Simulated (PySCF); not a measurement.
The numbers are results of PBE-D3(BJ)/def2-TZVP // B3LYP-D3(BJ)/def2-TZVP in PySCF, not measurements. Isolated molecules, 0 K electronic values unless said otherwise. One relaxed conformer stands for a flexible species; it need not be the lowest. Excitations are Tamm–Dancoff values on a coarser integration grid. The basis has no diffuse functions, so Rydberg states are missing or too high.

Reference species (SMILES): `C=CC[SiH]=C` (C–C–C–Si torsion -104°, C–C–Si–C torsion -114°) (neutral, multiplicity 1).

```json
{
  "S1 excitation (TDA)": "4.46 eV",
  "S1–T1 gap (TDA)": "1.68 eV",
  "HOMO": "-5.36 eV",
  "S1 oscillator strength": "0.089"
}
```

Changed species: `[C@@H]1(C(C1)=[SiH2])C`.

Predict the effect on the S1 excitation (TDA), S1–T1 gap (TDA), HOMO and S1 oscillator strength.

the S1 excitation (TDA) rises by 0.49 eV, to 4.95 eV; the S1–T1 gap (TDA) goes up by 0.77 eV, to 2.45 eV; the HOMO rises by 0.16 eV, to -5.20 eV; the S1 oscillator strength falls by 0.025, to 0.064.
